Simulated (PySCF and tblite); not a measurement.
Results of a calculation; reference values are marked as such.
Dynamics report: rotation

System: C7H6O2, numbered as in [O:1]=[CH:2][c:3]1[cH:4][cH:5][cH:6][cH:7][c:8]1[OH:9].

Motion: rotation about the C8–O9 bond (torsion C3–C8–O9–H from 0° to 180°, rising). The path came from a restrained scan, a climbing-image band and a saddle search at GFN2-xTB; energies are PBE0/pcSseg-1 + D3(BJ)//GFN2-xTB, thermal terms GFN2-xTB. Rates follow Eyring's equation with the number of equivalent paths and no tunnelling. Run with tblite and PySCF.

```csv
point,symmetry,E(GFN2) kcal/mol,E(DFT) kcal/mol,ZPE change kcal/mol,lowest mode cm⁻¹,dipole D
start,Cs,0.0,0.0,0.00,128,3.03
saddle,C1,14.0,16.1,-1.09,507i,3.56
end,Cs,8.7,12.2,-0.29,73,4.17
```

```
Electronic barrier                                      : 16.1 kcal/mol
Barrier with zero-point energy                          : 15.0 kcal/mol
ΔH‡ (298 K)                                             : 15.2 kcal/mol
ΔS‡ (298 K, symmetry apart)                             : 1.5 cal/(mol K)
Paths                                                   : 2 equivalent paths
End point                                               : a different minimum
Mean lifetime of the start against this motion at 298 K : 4.8 ms
Cost                                                    : 2.2 min on 1 thread of Arm Neoverse N1, on a host shared with other jobs (rough), peak memory 0.88 GiB, launched as `OMP_NUM_THREADS=1 python ens_run.py task.json out`
```

```json
{"T/K": "150", "ΔG‡ kcal/mol": "14.9", "k s⁻¹": "1.4×10⁻⁹", "ΔG kcal/mol": "11.8", "k back s⁻¹": "2.1×10⁸"}
{"T/K": "200", "ΔG‡ kcal/mol": "14.8", "k s⁻¹": "0.00054", "ΔG kcal/mol": "11.7", "k back s⁻¹": "3.6×10⁹"}
{"T/K": "250", "ΔG‡ kcal/mol": "14.8", "k s⁻¹": "1.3", "ΔG kcal/mol": "11.7", "k back s⁻¹": "2.1×10¹⁰"}
{"T/K": "298", "ΔG‡ kcal/mol": "14.7", "k s⁻¹": "208", "ΔG kcal/mol": "11.6", "k back s⁻¹": "6.5×10¹⁰"}
{"T/K": "350", "ΔG‡ kcal/mol": "14.7", "k s⁻¹": "1×10⁴", "ΔG kcal/mol": "11.5", "k back s⁻¹": "1.6×10¹¹"}
{"T/K": "400", "ΔG‡ kcal/mol": "14.6", "k s⁻¹": "1.7×10⁵", "ΔG kcal/mol": "11.4", "k back s⁻¹": "3×10¹¹"}
{"T/K": "500", "ΔG‡ kcal/mol": "14.6", "k s⁻¹": "9×10⁶", "ΔG kcal/mol": "11.3", "k back s⁻¹": "7.6×10¹¹"}
```

ΔG and ΔG‡ leave out symmetry numbers and mirror images; rates count paths: 2 out, 2 back.
